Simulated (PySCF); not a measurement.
Two species compared at the same levels of theory.

First species: 5-methyl-1,3-cyclopentadiene, C₆H₈.
SMILES: `C1=CC=CC1C`

Second species: C₃H₉FSi₂.
Bonds: F1–Si2, Si2–Si3, Si3–C4, C4–C5, C5–C6, C4–C6. Hydrogens: H7, H8 on Si2; H9, H10 on Si3; H11 on C4; H12, H13 on C5; H14, H15 on C6.

Levels: PBE0/def2-SVPD for dipole moment, HOMO energy, LUMO energy, HOMO–LUMO gap, static isotropic polarisability and electronic spatial extent ⟨r²⟩ about the centre of nuclear charge; TDDFT PBE0/def2-SVPD for lowest singlet excitation; TDA PBE0/def2-SVPD for lowest triplet excitation (Tamm–Dancoff); GFN2-xTB for rotational constant A and rotational constant C. Geometries: GFN2-xTB. Each species is one conformer at its optimised geometry, gas phase, non-relativistic unless stated; the electronic structure was computed with PySCF and density fitting.

Dipoles, sizes and rotational constants follow the conformer. The torsions of the flexible species, by atom-mapped SMILES:
- `[F:1][SiH2:2][SiH2:3][CH:4]1[CH2:5][CH2:6]1`: F1–Si2–Si3–C4 -74°, Si2–Si3–C4–C5 34°

Values for the first species:

```
Dipole moment                                                     : 0.49 D
HOMO energy                                                       : -6.33 eV
LUMO energy                                                       : -0.60 eV
HOMO–LUMO gap                                                     : 5.73 eV
Lowest singlet excitation                                         : 5.00 eV
Lowest triplet excitation (Tamm–Dancoff)                          : 3.03 eV
Static isotropic polarisability                                   : 67.0 au
Electronic spatial extent ⟨r²⟩ about the centre of nuclear charge : 522 bohr²
Rotational constant A                                             : 7.131 GHz
Rotational constant C                                             : 2.675 GHz
```

Task: Estimate the same properties for the second species, and the change in each.

Result: 
```tsv
property	first	second	second less first
dipole moment	0.49 D	1.84 D	+1.35 D
HOMO energy	-6.33 eV	-8.39 eV	-2.06 eV
LUMO energy	-0.60 eV	-0.74 eV	-0.14 eV
HOMO–LUMO gap	5.73 eV	7.65 eV	+1.92 eV
lowest singlet excitation	5.00 eV	6.39 eV	+1.39 eV
lowest triplet excitation (Tamm–Dancoff)	3.03 eV	5.58 eV	+2.55 eV
static isotropic polarisability	67.0 au	87.3 au	+20.3 au
electronic spatial extent ⟨r²⟩ about the centre of nuclear charge	522 bohr²	1060 bohr²	+538 bohr²
rotational constant A	7.131 GHz	3.385 GHz	-3.746 GHz
rotational constant C	2.675 GHz	1.190 GHz	-1.485 GHz
```

On the first: The principal polarisabilities are 50.9, 69.2 and 80.7 au; their mean is the isotropic value. A dipole of 0.49 D is allowed in Cs, and pure rotational transitions are dipole-allowed.

On the second: In wavenumbers S1 is 51500 cm⁻¹ (1 eV = 8065.54 cm⁻¹). The dipole matches unit charges of opposite sign 0.38 Å apart (1 e·Å = 4.8032 D).
